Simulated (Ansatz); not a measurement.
**Molecular dynamics of C$_{2}$H$_{9}$AlClN**

The input (input.yaml):

```yaml
crystal:
  periodic: [false, false, false]
  atoms:
    - { symbol: Al, position_ang: [0.25933, -0.250822, 0.069892] }
    - { symbol: Cl, position_ang: [1.774166, 1.820863, 0.137831] }
    - { symbol: C, position_ang: [0.296889, -0.810569, -1.795578] }
    - { symbol: "N", position_ang: [0.601724, -1.341857, 1.433688] }
    - { symbol: H, position_ang: [0.353828, 1.667722, 0.39059] }
    - { symbol: C, position_ang: [-1.166258, 1.151068, 0.566979] }
    - { symbol: H, position_ang: [1.190609, -1.415088, -2.025754] }
    - { symbol: H, position_ang: [0.295367, 0.049793, -2.484557] }
    - { symbol: H, position_ang: [-0.585439, -1.430186, -2.034207] }
    - { symbol: H, position_ang: [1.1969, -2.161885, 1.360889] }
    - { symbol: H, position_ang: [0.444539, -1.129843, 2.414122] }
    - { symbol: H, position_ang: [-1.93736, 0.353195, 0.588837] }
    - { symbol: H, position_ang: [-1.515298, 1.876069, -0.185302] }
    - { symbol: H, position_ang: [-1.208896, 1.621541, 1.562567] }
magnetization:
  spin_polarized: true
basis:
  gaussian: { orbitals: def2-SVP }
hamiltonian:
  xc: b3lyp
  dispersion: d4
md:
  timestep: 0.5
  n_steps: 200
  ensemble: nve
  temperature: 300.0
  initial_velocities: maxwell_boltzmann
  seed: 2452
```

Run as:

```bash
$ ansatz run input.yaml --threads 4 --pin off --max-ram 5120MiB --backend cpu --events-out ev --progress --plain --runs-dir out
```

It starts at the highest image of a converged band. Of that band: Neighbouring images differ by up to 1.5 eV, so the band resolves the path poorly. A vibrational analysis at the climbing image gives 2 clearly imaginary modes (622i, 96i cm⁻¹): a point of higher order, so a lower path passes nearby.

Output, in part (step lines, the closing report, with atoms numbered from 0):

```
md step     0: t =     0.00 fs  T =   300.0 K  F+E_penalty+E_count = -22824.65237239 eV  E_kin = 0.465336 eV  conserved = -22824.18703639 eV  (29 SCF iters)
[... lines left out ...]
Total energy: -22825.66971686 eV, -838.8278903000 hartree
Atom 0 at     1.257167    -0.381268    -0.105547 Å, force    -2.150005     0.319057    -0.640308 eV/Å
Atom 1 at     2.096441     1.556952     0.195936 Å, force     0.388632    -0.257075    -0.305916 eV/Å
Atom 2 at    -0.053811    -0.712434    -1.746850 Å, force     0.630488     2.134038     1.579250 eV/Å
Atom 3 at     0.742087    -1.179622     1.406486 Å, force     0.592234    -0.062849     0.789947 eV/Å
Atom 4 at    -3.736729     2.568916     0.357900 Å, force    -1.120200     1.595944    -0.371535 eV/Å
Atom 5 at    -3.232892     1.708159     0.678911 Å, force     0.633903    -3.084485     0.756726 eV/Å
Atom 6 at    -0.101244    -1.706595    -2.108884 Å, force     0.113568    -1.444776    -0.540847 eV/Å
Atom 7 at     0.154820     0.001899    -2.580837 Å, force    -0.143232    -0.395168     0.393325 eV/Å
Atom 8 at    -1.074765    -0.474317    -1.316624 Å, force     0.811847    -0.046780    -0.261181 eV/Å
Atom 9 at    -0.259246    -1.257455     1.558792 Å, force    -0.168988    -0.333421    -0.214138 eV/Å
Atom 10 at     1.176103    -1.163630     2.344861 Å, force    -0.109631     0.103138    -0.793657 eV/Å
Atom 11 at    -2.921280     1.761062     1.738716 Å, force    -0.301116     0.283612    -0.083270 eV/Å
Atom 12 at    -2.273740     1.654486     0.115603 Å, force    -0.537074    -0.430942    -0.085460 eV/Å
Atom 13 at    -3.919443     0.758198     0.593852 Å, force     1.359574     1.619707    -0.222934 eV/Å
Dipole moment:    -0.047876    -0.339006     0.074074 e Å
```

The steps, from the saved trajectory:

```tsv
time (fs)	T (K)	potential energy less start (eV)	conserved less start (meV/atom)
0.0	300	0.000	0.00
3.0	195	0.166	0.21
6.0	206	0.148	0.12
9.0	194	0.166	0.12
12.0	194	0.167	0.14
15.0	213	0.137	0.14
18.0	320	-0.028	0.17
21.0	553	-0.394	-0.06
24.0	503	-0.312	0.25
27.0	721	-0.654	-0.02
30.0	762	-0.713	0.23
33.0	1076	-1.205	-0.09
36.0	1032	-1.133	0.14
39.0	1081	-1.209	0.15
42.0	1150	-1.318	0.07
45.0	1103	-1.244	0.15
48.0	1163	-1.339	-0.03
51.0	1079	-1.206	0.21
54.0	1267	-1.501	-0.05
57.0	1200	-1.392	0.26
60.0	1335	-1.605	0.05
63.0	1336	-1.607	0.08
66.0	1234	-1.446	0.12
69.0	1252	-1.477	-0.06
72.0	1171	-1.348	0.20
75.0	1253	-1.478	0.00
78.0	1099	-1.237	0.19
81.0	1086	-1.218	0.06
84.0	1065	-1.185	0.09
87.0	1027	-1.128	0.02
90.0	922	-0.964	0.05
93.0	799	-0.770	0.27
96.0	1008	-1.100	-0.10
99.0	904	-0.933	0.26
```

The run went to its last step. The conserved energy stayed within 0.32 meV per atom of its start (net change 0.13 meV per atom), so the integration is sound. The kinetic energy rose, since the run started high on the potential surface and went downhill. It ends in pieces (CH4 + CH5AlClN), so much of that is their flight and rotation, not heat. A run of 0.1 ps of so small a system gives no equilibrium averages. The orbitals stay closed-shell, which can raise the energy where a bond breaks towards radicals; this wasn't checked here.

Between its relaxed ends the band would form Al1–C6, Cl2–H5 and break Al1–Cl2, H5–C6. These pairs go: Al1–C6 2.06 → 5.01 Å, Cl2–H5 1.45 → 5.92 Å, Al1–Cl2 2.57 → 2.13 Å, H5–C6 1.62 → 1.05 Å. In the last frame they stand as before the step (other bonds may differ from the relaxed reactants and products). It ends as CH4 + CH5AlClN. Pairs count as bonded within 1.25 times the sum of covalent radii (0.12 Å more for H–H).

Last frame:

```xyz
14
Properties=species:S:1:pos:R:3
Al 1.257 -0.381 -0.105
Cl 2.096 1.557 0.196
C -0.054 -0.712 -1.747
N 0.742 -1.180 1.407
H -3.737 2.569 0.358
C -3.233 1.708 0.679
H -0.101 -1.707 -2.109
H 0.155 0.002 -2.581
H -1.075 -0.474 -1.317
H -0.259 -1.258 1.559
H 1.176 -1.164 2.345
H -2.921 1.761 1.739
H -2.274 1.655 0.116
H -3.919 0.758 0.594
```

Run time: 17 min on 4 threads of Arm Neoverse N1, on a shared host, peak memory 0.42 GiB.
